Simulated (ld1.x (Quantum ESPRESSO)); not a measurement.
Ta: TM pseudisation with LDA (PZ), fully relativistic reference atom.

Input for ld1.x (Quantum ESPRESSO) 7.5:

```
&input
   title='Ta', zed=73., rel=2, dft='PZ', iswitch=3,
   config='[Xe] 4f14 5d3 6s2 6p0', rel_dist='average',
   nld=5, rlderiv=2.60, eminld=-7.0, emaxld=5.0, deld=0.02
 /
 &inputp
   pseudotype=2, tm=.true., lloc=0,
   nlcc=.true., rcore=1.00,
   file_pseudopw='Ta.UPF', file_wfcaegen='ae.wfc', file_wfcncgen='nc.wfc', file_beta='beta', file_chi='chi'
 /
3
5P  2  1   6.00   0.00  1.40  1.40  0.0
5D  3  2   3.00   0.00  2.40  2.40  0.0
5S  1  0   2.00   0.00  1.75  1.75  0.0
 &test
   configts(1)='5s2 5p6 5d3 6s2 6p0'
 /
```

Command:

```bash
ld1.x < Ta.in > Ta.out
```

Resulting log (shortened: banner, matrices, multipoles, cross overlaps and the repeated all-electron block are left out):

```
Program LD1 v.7.5
     --------------------------- All-electron run ----------------------------

     Ta
     dirac relativistic calculation

     atomic number is 73.00
     dft =PZ   lsd =0 sic =0 latt =0  beta=0.20 tr2=1.0E-14
     Exchange-correlation= PZ
                           (   1   1   0   0   0   0   0)
     mesh =1273 r(mesh) = 100.43799 a.u. xmin = -7.00 dx = 0.01250
     1 Ry =  13.60569312 eV, c = 137.03599908

     n l j   nl                  e(Ry)          e(Ha)          e(eV)
     Spin orbit split results
     1 0 0.5 1S 1( 2.00)     -4940.7455     -2470.3728    -67222.2677
     2 0 0.5 2S 1( 2.00)      -848.3984      -424.1992    -11543.0477
     2 1 0.5 2P 1( 2.00)      -811.0194      -405.5097    -11034.4810
     2 1 1.5 2P 1( 4.00)      -717.7562      -358.8781     -9765.5702
     3 0 0.5 3S 1( 2.00)      -194.3028       -97.1514     -2643.6237
     3 1 0.5 3P 1( 2.00)      -177.6663       -88.8332     -2417.2737
     3 1 1.5 3P 1( 4.00)      -157.5940       -78.7970     -2144.1752
     4 0 0.5 4S 1( 2.00)       -39.5636       -19.7818      -538.2900
     4 1 0.5 4P 1( 2.00)       -32.7092       -16.3546      -445.0307
     4 1 1.5 4P 1( 4.00)       -28.0701       -14.0350      -381.9129
     3 2 1.5 3D 1( 4.00)      -129.4268       -64.7134     -1760.9410
     3 2 2.5 3D 1( 6.00)      -125.0513       -62.5257     -1701.4100
     5 0 0.5 5S 1( 2.00)        -5.3668        -2.6834       -73.0196
     5 1 0.5 5P 1( 2.00)        -3.3746        -1.6873       -45.9135
     5 1 1.5 5P 1( 4.00)        -2.7250        -1.3625       -37.0756
     4 2 1.5 4D 1( 4.00)       -16.7910        -8.3955      -228.4533
     4 2 2.5 4D 1( 6.00)       -15.9388        -7.9694      -216.8586
     4 3 2.5 4F 1( 6.00)        -1.9083        -0.9541       -25.9632
     4 3 3.5 4F 1( 8.00)        -1.7623        -0.8812       -23.9774
     5 2 1.5 5D 1( 1.20)        -0.3051        -0.1525        -4.1505
     5 2 2.5 5D 1( 1.80)        -0.2616        -0.1308        -3.5598
     6 0 0.5 6S 1( 2.00)        -0.4132        -0.2066        -5.6223
     6 1 0.5 6P 1( 0.00)        -0.1342        -0.0671        -1.8260
     6 1 1.5 6P 1( 0.00)        -0.1001        -0.0501        -1.3624
     Averaged results
     1 0     1S 1( 2.00)     -4940.7455     -2470.3728    -67222.2677
     2 0     2S 1( 2.00)      -848.3984      -424.1992    -11543.0477
     2 1     2P 1( 6.00)      -748.8439      -374.4220    -10188.5405
     3 0     3S 1( 2.00)      -194.3028       -97.1514     -2643.6237
     3 1     3P 1( 6.00)      -164.2848       -82.1424     -2235.2081
     4 0     4S 1( 2.00)       -39.5636       -19.7818      -538.2900
     4 1     4P 1( 6.00)       -29.6164       -14.8082      -402.9522
     3 2     3D 1(10.00)      -126.8015       -63.4008     -1725.2224
     5 0     5S 1( 2.00)        -5.3668        -2.6834       -73.0196
     5 1     5P 1( 6.00)        -2.9415        -1.4708       -40.0216
     4 2     4D 1(10.00)       -16.2797        -8.1398      -221.4965
     4 3     4F 1(14.00)        -1.8249        -0.9124       -24.8285
     5 2     5D 1( 3.00)        -0.2790        -0.1395        -3.7960
     6 0     6S 1( 2.00)        -0.4132        -0.2066        -5.6223
     6 1     6P 1( 0.00)        -0.1115        -0.0557        -1.5170

     final scf error:  7.4E-15 reached in  25 iterations

     Etot =  -31233.308355 Ry,  -15616.654178 Ha, -424950.808698 eV

     Ekin =   35060.685721 Ry,   17530.342860 Ha,  477024.930601 eV
     Encl =  -77924.053749 Ry,  -38962.026874 Ha,-1060210.762204 eV
     Eh   =   12246.086222 Ry,    6123.043111 Ha,  166616.491092 eV
     Exc  =    -616.026549 Ry,    -308.013275 Ha,   -8381.468188 eV

     normalization and overlap integrals

     s(1S/1S) =  1.000000  <r> =   0.0187  <r2> =    0.0005  r(max) =   0.0116
     s(2S/2S) =  1.000000  <r> =   0.0784  <r2> =    0.0073  r(max) =   0.0670
     s(2P/2P) =  1.000000  <r> =   0.0649  <r2> =    0.0052  r(max) =   0.0503
     s(2P/2P) =  1.000000  <r> =   0.0727  <r2> =    0.0064  r(max) =   0.0570
     s(3S/3S) =  1.000000  <r> =   0.2045  <r2> =    0.0479  r(max) =   0.1891
     s(3P/3P) =  1.000000  <r> =   0.1944  <r2> =    0.0440  r(max) =   0.1776
     s(3P/3P) =  1.000000  <r> =   0.2090  <r2> =    0.0507  r(max) =   0.1915
     s(4S/4S) =  1.000000  <r> =   0.4589  <r2> =    0.2381  r(max) =   0.4315
     s(4P/4P) =  1.000000  <r> =   0.4645  <r2> =    0.2460  r(max) =   0.4315
     s(4P/4P) =  1.000000  <r> =   0.4979  <r2> =    0.2823  r(max) =   0.4593
     s(3D/3D) =  1.000000  <r> =   0.1830  <r2> =    0.0393  r(max) =   0.1491
     s(3D/3D) =  1.000000  <r> =   0.1875  <r2> =    0.0412  r(max) =   0.1529
     s(5S/5S) =  1.000000  <r> =   1.1004  <r2> =    1.3628  r(max) =   0.9847
     s(5P/5P) =  1.000000  <r> =   1.2197  <r2> =    1.6901  r(max) =   1.0613
     s(5P/5P) =  1.000000  <r> =   1.3285  <r2> =    2.0078  r(max) =   1.1440
     s(4D/4D) =  1.000000  <r> =   0.5167  <r2> =    0.3099  r(max) =   0.4536
     s(4D/4D) =  1.000000  <r> =   0.5282  <r2> =    0.3238  r(max) =   0.4651
     s(4F/4F) =  1.000000  <r> =   0.6339  <r2> =    0.5114  r(max) =   0.4369
     s(4F/4F) =  1.000000  <r> =   0.6449  <r2> =    0.5308  r(max) =   0.4424
     s(5D/5D) =  1.000000  <r> =   2.1852  <r2> =    5.8834  r(max) =   1.5637
     s(5D/5D) =  1.000000  <r> =   2.2955  <r2> =    6.5271  r(max) =   1.6234
     s(6S/6S) =  1.000000  <r> =   3.2798  <r2> =   12.2787  r(max) =   2.7443
     s(6P/6P) =  1.000000  <r> =   4.4953  <r2> =   23.5442  r(max) =   3.6130
     s(6P/6P) =  1.000000  <r> =   4.9907  <r2> =   29.0660  r(max) =   3.9930

     ------------------------ End of All-electron run ------------------------

     --------------------- Generating NC pseudopotential ---------------------

      Generating local pot.: lloc=0, matching radius rcloc =   1.7500

      Computing core charge for nlcc:

       r > 1.01 : true rho core
       r < 1.01 : rho core = a sin(br)/r    a=  16.87  b=   2.64

      Integrated core pseudo-charge :  10.76

     Fully relativistic calculation: |psi|^2

     Wfc 5P LC norm =  0.99967458 SC norm =  0.00032537 missing  0.00000004

     Wfc 5P LC norm =  0.99972326 SC norm =  0.00027649 missing  0.00000026

     Wfc 5D LC norm =  0.99989186 SC norm =  0.00010810 missing  0.00000003

     Wfc 5D LC norm =  0.99990134 SC norm =  0.00009427 missing  0.00000439

      Wfc   5P  rcut= 1.397  Using Troullier-Martins method

      Wfc   5P  rcut= 1.397  Using Troullier-Martins method

      Wfc   5D  rcut= 2.422  Using Troullier-Martins method

      Wfc   5D  rcut= 2.422  Using Troullier-Martins method

     ------------------- End of pseudopotential generation -------------------

     Computing logarithmic derivative in   2.59428
     Computing logarithmic derivative in   2.59428
     Computing the partial wave expansion
       no projector for channel:   0
     R is outside the sphere for l=    1 j= 0.50
     R is outside the sphere for l=    1 j= 1.50
     R is outside the sphere for l=    2 j= 1.50
     R is outside the sphere for l=    2 j= 2.50

     ---------------------- Testing the pseudopotential ----------------------

     Ta
     dirac relativistic calculation

     atomic number is 73.00   valence charge is 13.00
     dft =PZ   lsd =0 sic =0 latt =0  beta=0.20 tr2=1.0E-14
     mesh =1273 r(mesh) = 100.43799 xmin = -7.00 dx = 0.01250

     n l  j  nl             e AE (Ry)       e PS (Ry)    De AE-PS (Ry)
     1 0 0.5 5S   1( 2.00)       -5.36684       -5.36684       -0.00000
     2 1 0.5 5P   1( 2.00)       -3.37458       -3.37459        0.00001
     2 1 1.5 5P   1( 4.00)       -2.72501       -2.72505        0.00005
     3 2 1.5 5D   1( 1.20)       -0.30505       -0.30505       -0.00000
     3 2 2.5 5D   1( 1.80)       -0.26164       -0.26164        0.00000
     2 0 0.5 6S   1( 2.00)       -0.41323       -0.53189        0.11866  !
     3 1 0.5 6P   1( 0.00)       -0.13421       -0.15398        0.01977  !
     3 1 1.5 6P   1( 0.00)       -0.10014       -0.10323        0.00309

     eps = 6.0E-15  iter = 30

     Etot =  -31233.308355 Ry,  -15616.654178 Ha, -424950.808698 eV
     Etotps =  -136.571789 Ry,     -68.285895 Ha,   -1858.153852 eV

     Ekin =      34.817437 Ry,      17.408719 Ha,     473.715368 eV
     Encl =    -231.553798 Ry,    -115.776899 Ha,   -3150.449923 eV
     Ehrt =      92.781005 Ry,      46.390502 Ha,    1262.349880 eV
     Ecxc =     -34.060990 Ry,     -17.030495 Ha,    -463.423376 eV
     (Ecc =     -15.861090 Ry,      -7.930545 Ha,    -215.801122 eV)
     Epseu=       1.444557 Ry,       0.722278 Ha,      19.654199 eV

     ---------------------- End of pseudopotential test ----------------------
```

The potential misses its own reference levels by up to 1.6 eV, so it is not fit for use. ld1.x takes every shell without a wave as core, so the model core holds the 6s electrons as well and exchange and correlation see them twice. This cancels in the reference configuration, but the file is broken for other ones, and its errors say nothing about a proper core correction.

Generation and configuration tests took about 3.7 s on one core of a shared server CPU.

Transferability test of the new file with ld1.x, input:

```
&input
   title='Ta', zed=73., rel=2, dft='PZ', iswitch=2,
   config='[Xe] 4f14 5d3 6s2 6p0', rel_dist='average'
 /
 &test
   file_pseudo='Ta.UPF', nconf=8,
   configts(1)='5s2 5p6 5d3 6s2 6p0',
   configts(2)='5s2 5p6 5d3 6s1 6p0',
   configts(3)='5s2 5p6 5d3 6s0 6p0',
   configts(4)='5s2 5p6 5d2 6s0 6p0',
   configts(5)='5s2 5p6 5d3 6s1 6p1',
   configts(6)='5s2 5p6 5d2 6s2 6p1',
   configts(7)='5s2 5p6 5d1 6s0 6p0',
   configts(8)='5s1 5p6 5d3 6s2 6p0'
 /
```

```bash
ld1.x < Ta.test.in > Ta.test.out
```

Pseudopotential blocks of its output, shortened (energy terms left out; the distinct warnings before each block abridged to one line each):

```
     ---------------------- Testing the pseudopotential ----------------------

     n l  j  nl             e AE (Ry)       e PS (Ry)    De AE-PS (Ry)
     1 0 0.5 5S   1( 2.00)       -5.36684       -5.36684       -0.00000
     2 1 0.5 5P   1( 2.00)       -3.37458       -3.37459        0.00001
     2 1 1.5 5P   1( 4.00)       -2.72501       -2.72505        0.00005
     3 2 1.5 5D   1( 1.20)       -0.30505       -0.30505       -0.00000
     3 2 2.5 5D   1( 1.80)       -0.26164       -0.26164        0.00000
     2 0 0.5 6S   1( 2.00)       -0.41323       -0.53189        0.11866  !
     3 1 0.5 6P   1( 0.00)       -0.13421       -0.15398        0.01977  !
     3 1 1.5 6P   1( 0.00)       -0.10014       -0.10323        0.00309

     eps = 6.0E-15  iter = 30

     Etot =  -31233.308355 Ry,  -15616.654178 Ha, -424950.808698 eV
     Etotps =  -136.571789 Ry,     -68.285895 Ha,   -1858.153852 eV

     ---------------------- End of pseudopotential test ----------------------

          Warning: n=2, l=0 expected 1 nodes, found 2
     ---------------------- Testing the pseudopotential ----------------------

     n l  j  nl             e AE (Ry)       e PS (Ry)    De AE-PS (Ry)
     1 0 0.5 5S   1( 2.00)       -5.90237       -5.99297        0.09060  !
     2 1 0.5 5P   1( 2.00)       -3.91047       -3.99182        0.08135  !
     2 1 1.5 5P   1( 4.00)       -3.26095       -3.33812        0.07717  !
     3 2 1.5 5D   1( 1.20)       -0.81946       -0.88006        0.06060  !
     3 2 2.5 5D   1( 1.80)       -0.77214       -0.83146        0.05931  !
     2 0 0.5 6S   1( 1.00)       -0.87541       -1.07123        0.19581  !
     3 1 0.5 6P   1( 0.00)       -0.53927       -0.61498        0.07570  !
     3 1 1.5 6P   1( 0.00)       -0.48374       -0.52963        0.04589  !

     eps = 2.9E-15  iter = 27

     Etot =  -31232.668630 Ry,  -15616.334315 Ha, -424942.104790 eV
     Etotps =  -135.776623 Ry,     -67.888311 Ha,   -1847.335063 eV
     dEtot_ae =       0.639725 Ry
     dEtot_ps =       0.795166 Ry,   Delta E=      -0.155441 Ry

     ---------------------- End of pseudopotential test ----------------------

          ---------------------- Testing the pseudopotential ----------------------

     n l  j  nl             e AE (Ry)       e PS (Ry)    De AE-PS (Ry)
     1 0 0.5 5S   1( 2.00)       -6.51900       -6.72578        0.20678  !
     2 1 0.5 5P   1( 2.00)       -4.52619       -4.70994        0.18375  !
     2 1 1.5 5P   1( 4.00)       -3.87533       -4.04854        0.17322  !
     3 2 1.5 5D   1( 1.20)       -1.40015       -1.53790        0.13775  !
     3 2 2.5 5D   1( 1.80)       -1.34834       -1.48369        0.13535  !
     2 0 0.5 6S   1( 0.00)       -1.37925       -1.68038        0.30113  !
     3 1 0.5 6P   1( 0.00)       -0.98845       -1.14657        0.15812  !
     3 1 1.5 6P   1( 0.00)       -0.91171       -1.02649        0.11478  !

     eps = 9.8E-15  iter = 14

     Etot =  -31231.543514 Ry,  -15615.771757 Ha, -424926.796811 eV
     Etotps =  -134.406233 Ry,     -67.203116 Ha,   -1828.689955 eV
     dEtot_ae =       1.764841 Ry
     dEtot_ps =       2.165556 Ry,   Delta E=      -0.400715 Ry

     ---------------------- End of pseudopotential test ----------------------

          ---------------------- Testing the pseudopotential ----------------------

     n l  j  nl             e AE (Ry)       e PS (Ry)    De AE-PS (Ry)
     1 0 0.5 5S   1( 2.00)       -7.43481       -7.67146        0.23665  !
     2 1 0.5 5P   1( 2.00)       -5.42992       -5.64241        0.21249  !
     2 1 1.5 5P   1( 4.00)       -4.76687       -4.96782        0.20094  !
     3 2 1.5 5D   1( 0.80)       -2.19976       -2.36680        0.16704  !
     3 2 2.5 5D   1( 1.20)       -2.13894       -2.30398        0.16505  !
     2 0 0.5 6S   1( 0.00)       -2.01661       -2.41197        0.39536  !
     3 1 0.5 6P   1( 0.00)       -1.55647       -1.78232        0.22585  !
     3 1 1.5 6P   1( 0.00)       -1.45229       -1.61603        0.16374  !

     eps = 4.3E-15  iter = 14

     Etot =  -31229.785561 Ry,  -15614.892781 Ha, -424902.878645 eV
     Etotps =  -132.496709 Ry,     -66.248355 Ha,   -1802.709565 eV
     dEtot_ae =       3.522794 Ry
     dEtot_ps =       4.075080 Ry,   Delta E=      -0.552286 Ry

     ---------------------- End of pseudopotential test ----------------------

          ---------------------- Testing the pseudopotential ----------------------

     n l  j  nl             e AE (Ry)       e PS (Ry)    De AE-PS (Ry)
     1 0 0.5 5S   1( 2.00)       -5.47787       -5.53080        0.05294  !
     2 1 0.5 5P   1( 2.00)       -3.48545       -3.52987        0.04442  !
     2 1 1.5 5P   1( 4.00)       -2.83550       -2.87627        0.04077  !
     3 2 1.5 5D   1( 1.20)       -0.40158       -0.42799        0.02641  !
     3 2 2.5 5D   1( 1.80)       -0.35614       -0.38131        0.02517  !
     2 0 0.5 6S   1( 1.00)       -0.48522       -0.63435        0.14913  !
     3 1 0.5 6P   1( 0.33)       -0.19084       -0.22198        0.03114  !
     3 1 1.5 6P   1( 0.67)       -0.15247       -0.16030        0.00783  !

     eps = 2.1E-15  iter = 29

     Etot =  -31232.997940 Ry,  -15616.498970 Ha, -424946.585286 eV
     Etotps =  -136.139562 Ry,     -68.069781 Ha,   -1852.273107 eV
     dEtot_ae =       0.310415 Ry
     dEtot_ps =       0.432227 Ry,   Delta E=      -0.121812 Ry

     ---------------------- End of pseudopotential test ----------------------

          ---------------------- Testing the pseudopotential ----------------------

     n l  j  nl             e AE (Ry)       e PS (Ry)    De AE-PS (Ry)
     1 0 0.5 5S   1( 2.00)       -5.63634       -5.61431       -0.02203  !
     2 1 0.5 5P   1( 2.00)       -3.63698       -3.61952       -0.01745  !
     2 1 1.5 5P   1( 4.00)       -2.98020       -2.96467       -0.01554  !
     3 2 1.5 5D   1( 0.80)       -0.49834       -0.48893       -0.00941  !
     3 2 2.5 5D   1( 1.20)       -0.44822       -0.43930       -0.00892  !
     2 0 0.5 6S   1( 2.00)       -0.52779       -0.66433        0.13654  !
     3 1 0.5 6P   1( 0.33)       -0.21212       -0.23524        0.02312  !
     3 1 1.5 6P   1( 0.67)       -0.16788       -0.16775       -0.00013

     eps = 8.8E-16  iter = 20

     Etot =  -31233.084086 Ry,  -15616.542043 Ha, -424947.757361 eV
     Etotps =  -136.359736 Ry,     -68.179868 Ha,   -1855.268722 eV
     dEtot_ae =       0.224269 Ry
     dEtot_ps =       0.212053 Ry,   Delta E=       0.012216 Ry

     ---------------------- End of pseudopotential test ----------------------

          Warning: n=3, l=1 expected 1 nodes, found 2
     ---------------------- Testing the pseudopotential ----------------------

     n l  j  nl             e AE (Ry)       e PS (Ry)    De AE-PS (Ry)
     1 0 0.5 5S   1( 2.00)       -8.45359       -8.71589        0.26230  !
     2 1 0.5 5P   1( 2.00)       -6.43204       -6.66896        0.23692  !
     2 1 1.5 5P   1( 4.00)       -5.75264       -5.97710        0.22446  !
     3 2 1.5 5D   1( 0.40)       -3.08697       -3.27940        0.19243  !
     3 2 2.5 5D   1( 0.60)       -3.01681       -3.20782        0.19101  !
     2 0 0.5 6S   1( 0.00)       -2.71153       -3.21603        0.50450  !
     3 1 0.5 6P   1( 0.00)       -2.18511       -2.48807        0.30296  !
     3 1 1.5 6P   1( 0.00)       -2.05296       -2.27003        0.21707  !

     eps = 2.3E-16  iter = 12

     Etot =  -31227.187960 Ry,  -15613.593980 Ha, -424867.536479 eV
     Etotps =  -129.720236 Ry,     -64.860118 Ha,   -1764.933724 eV
     dEtot_ae =       6.120395 Ry
     dEtot_ps =       6.851553 Ry,   Delta E=      -0.731158 Ry

     ---------------------- End of pseudopotential test ----------------------

          ---------------------- Testing the pseudopotential ----------------------

     n l  j  nl             e AE (Ry)       e PS (Ry)    De AE-PS (Ry)
     1 0 0.5 5S   1( 1.00)       -6.32540       -6.36256        0.03716  !
     2 1 0.5 5P   1( 2.00)       -4.30033       -4.31527        0.01494  !
     2 1 1.5 5P   1( 4.00)       -3.62065       -3.63013        0.00948  !
     3 2 1.5 5D   1( 1.20)       -1.04316       -1.04593        0.00277
     3 2 2.5 5D   1( 1.80)       -0.98462       -0.98781        0.00318
     2 0 0.5 6S   1( 2.00)       -0.96926       -1.17812        0.20886  !
     3 1 0.5 6P   1( 0.00)       -0.59900       -0.66263        0.06363  !
     3 1 1.5 6P   1( 0.00)       -0.53397       -0.56089        0.02692  !

     eps = 8.8E-15  iter = 23

     Etot =  -31227.477810 Ry,  -15613.738905 Ha, -424871.480093 eV
     Etotps =  -130.721949 Ry,     -65.360975 Ha,   -1778.562728 eV
     dEtot_ae =       5.830545 Ry
     dEtot_ps =       5.849840 Ry,   Delta E=      -0.019295 Ry

     ---------------------- End of pseudopotential test ----------------------
```
